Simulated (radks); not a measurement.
The numbers below are computed, except where a source is named.
Problem. The table gives one normalised radial function P(r) = r R(r) of Pb2+ in [Xe] 4f14 5d10 6s1.5 5f0.5 (r in bohr). Code: a radial shooting solver on a logarithmic mesh with Libxc functionals. Model: scalar-relativistic Kohn-Sham, BLYP, spin-unpolarised, spherical densities, point nucleus.

r,P
0.001385,0.0000
0.001639,0.0000
0.001923,0.0000
0.002275,0.0000
0.00267,0.0000
0.003158,0.0000
0.003706,0.0000
0.004384,0.0000
0.005145,0.0000
0.006086,0.0000
0.007142,0.0001
0.008448,0.0001
0.009914,0.0002
0.01173,0.0003
0.01376,0.0006
0.01628,0.0010
0.01911,0.0018
0.02242,0.0032
0.02652,0.0057
0.03112,0.0098
0.03682,0.0170
0.04321,0.0284
0.05111,0.0478
0.05998,0.0769
0.07095,0.1238
0.08326,0.1897
0.09849,0.2878
0.1156,0.4142
0.1367,0.5838
0.1604,0.7766
0.1898,0.9990
0.2227,1.2077
0.2635,1.3925
0.3092,1.5047
0.3658,1.5289
0.4292,1.4543
0.5077,1.2851
0.5958,1.0637
0.6992,0.8175
0.8271,0.5687
0.9707,0.3678
1.148,0.2095
1.347,0.1099
1.594,0.0491
1.871,0.0198
2.213,0.0065
2.597,0.0018
3.072,0.0004
3.605,0.0001
4.264,0.0000
5.004,0.0000
5.919,0.0000
6.946,0.0000
8.217,0.0000
9.643,0.0000
11.41,0.0000
13.39,0.0000
15.83,0.0000
18.58,0.0000

Which n and l does it have? It may be an empty orbital.

Solution. n = 4, l = 3: the number of nodes gives n - l - 1 = 0, the rise at small r (about r^(l+1), flatter next to the nucleus through relativity) gives l, and the extent must fit the shell. The curve is that of 4f. 4f: eigenvalue -152.57 eV, 0 radial nodes, <r> = 0.454 bohr, 90 % of the charge inside 0.721 bohr.
